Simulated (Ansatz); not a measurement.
Geometry optimisation, RKS PBE/def2-mTZVP in Ansatz 0.2.0.

Input:

```yaml
crystal:
  periodic: [false, false, false]
  atoms:
    - { symbol: Ga, position_ang: [0.0, 0.0, 0.0] }
    - { symbol: C, position_ang: [0.0, 0.0, 2.33] }
    - { symbol: H, position_ang: [-0.9996, -0.3092, 2.7005] }
    - { symbol: H, position_ang: [0.7676, -0.7111, 2.7005] }
    - { symbol: H, position_ang: [0.232, 1.0203, 2.7005] }
    - { symbol: H, position_ang: [1.3596, 0.0, -0.785] }
    - { symbol: H, position_ang: [-1.3596, 0.0, -0.785] }
    - { symbol: O, position_ang: [-0.2677, -1.9652, 0.659] }
    - { symbol: H, position_ang: [-0.6711, -2.5179, -0.0838] }
    - { symbol: H, position_ang: [-0.1754, -1.288, 1.8214] }
basis:
  gaussian: { orbitals: def2-mTZVP }
hamiltonian:
  xc: pbe
relax:
  f_tol: 0.15
  max_steps: 25
  restrain:
    - { distance: [0, 7], at: 1.79, k: 30.0 }
    - { distance: [9, 1], at: 1.11, k: 30.0 }
    - { distance: [0, 1], at: 3.18, k: 30.0 }
    - { distance: [9, 7], at: 2.21, k: 30.0 }
```

Command:

```bash
$ ansatz run input.yaml --threads 2 --pin off --max-ram 3072MiB --backend cpu --events-out ev --progress --plain --runs-dir out
```

Q: Where does it end, and by what steps?

A: It converged. The restraints hold the end off the free minimum. After 8 steps the energy has fallen by 2.996 eV (the restraints' own energy left out); O8 moved furthest, 0.74 Å. Parted: Ga1–C2. Joined: C2–H10.

| step | energy less start (eV) | largest force component (eV/Å) | accepted |
| --- | --- | --- | --- |
| 0 | 0.0000 | 2.598 | yes |
| 1 | 0.4184 | 2.709 | yes |
| 2 | 0.2790 | 3.901 | yes |
| 3 | -1.3873 | 3.077 | yes |
| 4 | -2.5824 | 1.615 | yes |
| 5 | -2.8451 | 2.241 | yes |
| 6 | -2.9376 | 0.510 | yes |
| 7 | -2.9817 | 0.418 | yes |
| 8 | -2.9956 | 0.485 | yes |

```xyz
10
Properties=species:S:1:pos:R:3
Ga -0.015 -0.394 -0.521
C -0.043 -0.245 2.656
H -0.971 -0.225 3.240
H 0.816 -0.378 3.323
H 0.069 0.714 2.129
H 1.436 0.176 -0.669
H -1.400 0.316 -0.777
O -0.025 -2.125 -0.019
H -0.915 -2.517 -0.048
H -0.067 -1.092 1.945
```

Whether the end is a true minimum wasn't checked by a vibrational analysis.

Run time: 43 s on 2 threads of AMD EPYC (Zen 3), with other jobs on the host, peak memory 0.19 GiB.
